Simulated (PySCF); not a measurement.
C4H5FSi, SMILES C#C/C(F)=C/[SiH3]. Atoms are numbered in the order given.

```xyz
11

C     -0.4699     3.1650     0.0000
C     -0.1943     1.9845     0.0000
C      0.1268     0.5958     0.0000
F      1.4440     0.3512     0.0000
C     -0.7406    -0.4249     0.0000
Si    -0.1897    -2.2155     0.0000
H     -0.7156     4.2116     0.0000
H     -1.8006    -0.1586     0.0000
H      0.6261    -2.5211    -1.2130
H      0.6261    -2.5211     1.2130
H     -1.4079    -3.0777     0.0000
```
Charge 0, spin multiplicity 1.

Geometry: PBE0-D3(BJ)/def2-SVP. The structure was generated by enumeration; whether it is a known compound was not checked.

Computed with PySCF with SMD-ωB97X/def2-SVP.

Solvation free energies are E(SMD) − E(gas) at the gas-phase geometry, for 1 M in both phases. In vacuum the dipole moment is 1.77 D.

```tsv
solvent	ΔG(solv) (kcal/mol)	its non-electrostatic (CDS) part	dipole (D)
water	2.2	6.0	2.31
chloroform	-2.5	0.2	2.14
ethylethanoate	[?]	[?]	[?]
```

**Question.** Fill in the missing entries. (Estimate from the structure and the level; the computed values follow.)

**Answer.** 
- ethylethanoate, ΔG(solv) (kcal/mol): -1.9
- ethylethanoate, its non-electrostatic (CDS) part: 1.0
- ethylethanoate, dipole (D): 2.17
